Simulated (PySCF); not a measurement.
SCF from a fresh guess for singlet GeCl₂, at the r2SCAN minimum. PySCF input:

```python
from pyscf import gto, scf, dft
mol = gto.M(atom='''
Ge     0.682240     0.000000     0.000000
Cl    -0.721100     1.673510    -0.000000
Cl    -0.721100    -1.673510    -0.000000''',
    basis={'Ge': 'def2-TZVP', 'Cl': 'def2-TZVP'},
    charge=0, spin=0)
mf = dft.RKS(mol, xc='PBE')
mf.grids.atom_grid = (50, 194)
aux = {'Ge': 'def2-universal-JKFIT', 'Cl': 'def2-universal-JKFIT'}
mf = mf.density_fit(auxbasis=aux)
mf.conv_tol = 1e-08
mf.diis_space = 10
mf.max_cycle = 60
mf.init_guess = 'minao'
mf.verbose = 4
mf.kernel()
```

Excerpt of the output (cycles and frontier levels):

```
init E= -2996.303947791
  HOMO = -0.260436698830596  LUMO = -0.116247104355676  gap/eV = 3.92360
cycle= 1 E= -2996.72541269683  delta_E= -0.421  |g|= 0.936  |ddm|=  1.7
  HOMO = -0.211834675184322  LUMO = -0.167463865202418  gap/eV = 1.20739
cycle= 2 E= -2996.13032074307  delta_E= 0.595  |g|= 1.89  |ddm|= 1.88
  HOMO = -0.245830624415674  LUMO = -0.117324157210287  gap/eV = 3.49684
cycle= 3 E= -2996.80518490048  delta_E= -0.675  |g|= 0.315  |ddm|=  1.6
  HOMO = -0.254687295292953  LUMO = -0.139297269746017  gap/eV = 3.13992
cycle= 4 E= -2996.83448070803  delta_E= -0.0293  |g|= 0.083  |ddm|= 0.38
  HOMO = -0.258386290396688  LUMO = -0.141205259805144  gap/eV = 3.18866
cycle= 5 E= -2996.83632543439  delta_E= -0.00184  |g|= 0.0154  |ddm|= 0.0611
  HOMO = -0.25747051715052  LUMO = -0.139933422427507  gap/eV = 3.19835
cycle= 6 E= -2996.83641302555  delta_E= -8.76e-05  |g|= 0.00318  |ddm|= 0.0239
  HOMO = -0.25711056973979  LUMO = -0.139503455325094  gap/eV = 3.20025
cycle= 7 E= -2996.83641550947  delta_E= -2.48e-06  |g|= 0.00104  |ddm|= 0.00414
  HOMO = -0.257198146214711  LUMO = -0.139575536477249  gap/eV = 3.20067
cycle= 8 E= -2996.83641575902  delta_E= -2.5e-07  |g|= 0.00012  |ddm|= 0.000857
  HOMO = -0.257201082601958  LUMO = -0.139577432880166  gap/eV = 3.20070
cycle= 9 E= -2996.83641576409  delta_E= -5.06e-09  |g|= 3.46e-05  |ddm|= 0.000182
  HOMO = -0.25719786384764  LUMO = -0.139572727377445  gap/eV = 3.20074
Extra cycle  E= -2996.83641576368  delta_E= 4.12e-10  |g|= 5.13e-05  |ddm|= 6.44e-05
converged SCF energy = -2996.83641576368
```

No lower solution of this spin was found by a stability analysis within the restricted form, which does not test spin polarisation.

The search for the lowest solution, with the stability check, took 5.4 s on 4 threads of a shared Arm Neoverse V2 host, with 122 basis functions; the process peaked at 0.3 GiB. Launch command: `OMP_NUM_THREADS=4 python axn.py task.json out`.
